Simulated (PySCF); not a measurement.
PySCF input file for CH₃BiF₂O, SMILES C[O][Bi]([F])[F], B3LYP-D3(BJ)/def2-SVP. Geometry optimised at B3LYP-D3(BJ)/def2-SVP. The def2 effective core potentials stand for the cores of Bi; spin–orbit coupling is left out. Other conformers were not sampled.

```python
import numpy as np
from pyscf import gto, scf, dft, df
from pyscf.hessian import thermo

mol = gto.M(
    atom='''
    Bi   -0.39559735    0.21812062   -0.00000000
    F    -0.24079165   -1.17109190    1.48629889
    F    -0.24079165   -1.17109191   -1.48629888
    O     1.60488932    0.75212000   -0.00000000
    C     2.60855052   -0.25030732   -0.00000000
    H     3.58974557    0.25263634   -0.00000000
    H     2.54433333   -0.89605492    0.89402391
    H     2.54433333   -0.89605493   -0.89402390
    ''',
    basis='def2-SVP',
    ecp={'Bi': 'def2-svp'},
    charge=0,
    spin=0,
    max_memory=1600,
    verbose=3,
)
mf = dft.RKS(mol, xc='b3lyp').density_fit(auxbasis='def2-universal-jkfit')
mf.disp = 'd3bj'
mf.grids.level = 3
mf.conv_tol = 1e-11
mf.max_cycle = 100
mf.kernel()

# [left out here: the lines that compute and print the analytic Hessian (its translational invariance restored by hand, since the grid's response is missing), thermochemistry and intensities]
```

It prints:

```
converged SCF energy = -529.327017398198

WARN: DFTD3 does not support analytical Hessian, using finite difference


WARN: Mole.unit (angstrom) is changed to Bohr

Mode                                 0                   1                   2
Irrep
Freq [cm^-1]                       40.2304             81.2455            124.6311
Reduced mass [au]                   2.0283              1.4021              5.3184
Force const [Dyne/A]                0.0019              0.0055              0.0487
Char temp [K]                      57.8826            116.8941            179.3164
Normal mode                   x     y     z       x     y     z       x     y     z
       0  Bi                -0.00  0.00 -0.00   -0.00  0.00 -0.00   -0.01  0.00  0.00
       1   F                 0.09 -0.00 -0.01    0.05 -0.02 -0.03    0.12  0.02  0.00
       2   F                -0.09  0.00 -0.01   -0.05  0.02 -0.03    0.12  0.02 -0.00
       3   O                 0.00 -0.00 -0.05   -0.00  0.00 -0.04   -0.01 -0.00  0.00
       4   C                 0.00  0.00  0.12   -0.00 -0.00  0.11   -0.11 -0.11 -0.00
       5   H                 0.00  0.00  0.51   -0.00 -0.00 -0.32   -0.06 -0.21  0.00
       6   H                -0.28 -0.14 -0.00    0.21  0.34  0.37   -0.18 -0.10 -0.00
       7   H                 0.28  0.14 -0.00   -0.21 -0.34  0.37   -0.18 -0.10  0.00
Mode                                 3                   4                   5
Irrep
Freq [cm^-1]                      177.0231            193.6345            270.8681
Reduced mass [au]                  19.2925              9.3078              5.0456
Force const [Dyne/A]                0.3562              0.2056              0.2181
Char temp [K]                     254.6968            278.5969            389.7189
Normal mode                   x     y     z       x     y     z       x     y     z
       0  Bi                 0.00  0.02 -0.00    0.00  0.00  0.01    0.02 -0.01 -0.00
       1   F                 0.01 -0.10 -0.12   -0.08 -0.03 -0.00   -0.06 -0.01  0.02
       2   F                 0.01 -0.10  0.12    0.08  0.03 -0.00   -0.06 -0.01 -0.02
       3   O                 0.00  0.02  0.00   -0.00  0.00 -0.19   -0.02  0.14  0.00
       4   C                -0.02 -0.00 -0.00   -0.00  0.00  0.02   -0.15  0.01 -0.00
       5   H                -0.01 -0.02 -0.00   -0.00 -0.00  0.11   -0.08 -0.14  0.00
       6   H                -0.03 -0.00 -0.00   -0.11  0.07  0.06   -0.25  0.01 -0.00
       7   H                -0.03 -0.00  0.00    0.11 -0.07  0.06   -0.25  0.01  0.00
Mode                                 6                   7                   8
Irrep
Freq [cm^-1]                      522.1566            570.9359            581.8427
Reduced mass [au]                   8.3388             20.5944             19.8449
Force const [Dyne/A]                1.3395              3.9552              3.9583
Char temp [K]                     751.2671            821.4496            837.1421
Normal mode                   x     y     z       x     y     z       x     y     z
       0  Bi                -0.02 -0.01  0.00   -0.00  0.00 -0.02   -0.01  0.02  0.00
       1   F                -0.00  0.02 -0.02    0.01 -0.11  0.11    0.01 -0.11  0.11
       2   F                -0.00  0.02  0.02   -0.01  0.11  0.11    0.01 -0.11 -0.11
       3   O                 0.18  0.11 -0.00    0.00  0.00  0.00    0.03  0.02  0.00
       4   C                 0.07 -0.04  0.00    0.00 -0.00 -0.00    0.02 -0.01  0.00
       5   H                 0.16 -0.19 -0.00    0.00 -0.00 -0.01    0.03 -0.02  0.00
       6   H                -0.01 -0.04 -0.00   -0.00  0.01  0.00   -0.00 -0.00  0.00
       7   H                -0.01 -0.04  0.00    0.00 -0.01  0.00   -0.00 -0.00 -0.00
Mode                                 9                  10                  11
Irrep
Freq [cm^-1]                     1075.0257           1167.3703           1174.2054
Reduced mass [au]                   9.9443              1.2707              1.3017
Force const [Dyne/A]                6.7711              1.0202              1.0574
Char temp [K]                    1546.7226           1679.5860           1689.4202
Normal mode                   x     y     z       x     y     z       x     y     z
       0  Bi                 0.00 -0.00 -0.00   -0.00  0.00  0.00   -0.00  0.00 -0.00
       1   F                -0.00  0.00 -0.00    0.00  0.00 -0.00    0.00  0.00 -0.00
       2   F                -0.00  0.00  0.00   -0.00 -0.00 -0.00    0.00  0.00  0.00
       3   O                -0.14  0.11  0.00   -0.00 -0.00  0.05   -0.04 -0.04 -0.00
       4   C                 0.14 -0.14  0.00    0.00  0.00 -0.12    0.08  0.09  0.00
       5   H                 0.07 -0.03 -0.00    0.00 -0.00  0.28    0.41 -0.53 -0.00
       6   H                 0.07 -0.09  0.01   -0.35  0.44  0.16   -0.38  0.04 -0.07
       7   H                 0.07 -0.09 -0.01    0.35 -0.44  0.16   -0.38  0.04  0.07
Mode                                12                  13                  14
Irrep
Freq [cm^-1]                     1455.1522           1458.3894           1484.8932
Reduced mass [au]                   1.1232              1.0419              1.0517
Force const [Dyne/A]                1.4013              1.3056              1.3662
Char temp [K]                    2093.6400           2098.2976           2136.4308
Normal mode                   x     y     z       x     y     z       x     y     z
       0  Bi                 0.00  0.00  0.00   -0.00 -0.00  0.00   -0.00 -0.00 -0.00
       1   F                 0.00 -0.00  0.00   -0.00  0.00 -0.00    0.00 -0.00 -0.00
       2   F                 0.00 -0.00 -0.00    0.00 -0.00 -0.00    0.00 -0.00  0.00
       3   O                -0.03  0.01  0.00    0.00 -0.00  0.01   -0.00 -0.01 -0.00
       4   C                -0.08  0.04  0.00    0.00 -0.00  0.05   -0.01 -0.06 -0.00
       5   H                 0.25 -0.56 -0.00   -0.00  0.00 -0.70    0.08 -0.20  0.00
       6   H                 0.49 -0.12 -0.06   -0.48 -0.06 -0.06    0.06  0.53  0.41
       7   H                 0.49 -0.12  0.06    0.48  0.06 -0.06    0.06  0.53 -0.41
Mode                                15                  16                  17
Irrep
Freq [cm^-1]                     2995.1968           3072.6267           3093.7803
Reduced mass [au]                   1.0303              1.1070              1.1066
Force const [Dyne/A]                5.4459              6.1576              6.2408
Char temp [K]                    4309.4213           4420.8257           4451.2610
Normal mode                   x     y     z       x     y     z       x     y     z
       0  Bi                 0.00  0.00  0.00   -0.00 -0.00 -0.00    0.00 -0.00  0.00
       1   F                 0.00 -0.00  0.00    0.00 -0.00  0.00   -0.00  0.00  0.00
       2   F                 0.00 -0.00 -0.00   -0.00  0.00  0.00   -0.00  0.00 -0.00
       3   O                -0.00  0.00  0.00    0.00 -0.00  0.00   -0.00  0.00  0.00
       4   C                -0.02  0.04 -0.00    0.00  0.00 -0.09   -0.06 -0.06 -0.00
       5   H                 0.41  0.22 -0.00   -0.00 -0.00 -0.02    0.74  0.40 -0.00
       6   H                -0.05 -0.35  0.50   -0.06 -0.39  0.54    0.01  0.17 -0.26
       7   H                -0.05 -0.35 -0.50    0.06  0.39  0.54    0.01  0.17  0.26
temperature 298.1500 [K]
pressure 101325.00 [Pa]
Rotational constants [GHz] 3.18228 1.98408 1.89276
Symmetry number 1
Zero-point energy (ZPE) 0.04451 [Eh]   116870.416 [J/mol]
                           tot       elec      trans        rot        vib
Entropy [J/mol/K]       378.759      0.000    178.932    115.849     83.977
Cv [J/mol/K]             90.583      0.000     12.472     12.472     65.640
Cp [J/mol/K]             98.898      0.000     20.786     12.472     65.640
Internal energy [J/mol]                      3718.434   3718.434 128892.014
Internal energy [Eh]   -529.27509  -529.32702
Enthalpy [J/mol]                             6197.391   3718.434 128892.014
Enthalpy [Eh]          -529.27415
Gibbs free energy [J/mol]                  -47151.266 -30821.938 103854.164
Gibbs free energy [Eh] -529.31716
mode   freq/cm-1   IR/(km/mol)
   1       40.23         3.603
   2       81.25         2.680
   3      124.63        15.448
   4      177.02         7.791
   5      193.63        13.308
   6      270.87        10.842
   7      522.16        57.362
   8      570.94        66.933
   9      581.84        40.249
  10     1075.03       195.187
  11     1167.37         0.438
  12     1174.21         2.732
  13     1455.15        20.945
  14     1458.39         5.225
  15     1484.89        10.376
  16     2995.20        70.997
  17     3072.63        30.344
  18     3093.78        23.229
max |gradient| / (hartree/bohr): 0.00012552234729622258
APT charges: [ 1.6442 -0.5836 -0.5836 -0.834   0.4859 -0.0514 -0.0388 -0.0388]
```

The run converged.

Cost: about 2.4 core-minutes (a rough figure).
